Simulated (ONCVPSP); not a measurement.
Configuration tests for F (Z = 9) (ONCV)

```json
{
  "Element": "fluorine (F)",
  "Generator": "ONCVPSP 4.0.1",
  "Type": "optimised norm-conserving Vanderbilt (ONCV)",
  "Functional": "PBE",
  "Relativity": "scalar-relativistic",
  "Frozen core": "[He]",
  "Valence charge": "7",
  "Reference configuration": "2s2 2p5",
  "Partial waves": "2s: rc 0.70 bohr, ncon 4, nbas 7, qcut 10.7 1/bohr, 2 projectors, debl 2.6 Ha; 2p: rc 1.15 bohr, ncon 4, nbas 9, qcut 10.2 1/bohr, 1 projector",
  "Local potential": "polynomial inside 0.55 bohr (lpopt 3, dvloc0 4 Ha)",
  "Core correction": "Teter function fitted to the true core (icmod 2), fcfact 0.15"
}
```

Energies are relative to the spin-unpolarised reference configuration 2s2 2p5; without spin polarisation the order of configurations can differ from experiment.

```
valence configuration  charge  ΔE all-electron (eV)  error AE − PS (meV)
              2s2 2p3      +2                57.775                  +82
              2s2 2p2      +3               118.412                 +403
              2s2 2p1      +4               204.213                +1306
```

(1) What are ΔE and the potential's error for 2s2 2p4?

Levels in the configuration 2s2 2p3:

```csv
level,all-electron (eV),pseudo (eV)
2s,-67.992,-68.009
2p,-49.003,-48.843
```

Results:

(1) ΔE = 19.390 eV all-electron; the error (AE − PS) is +5.9 meV.
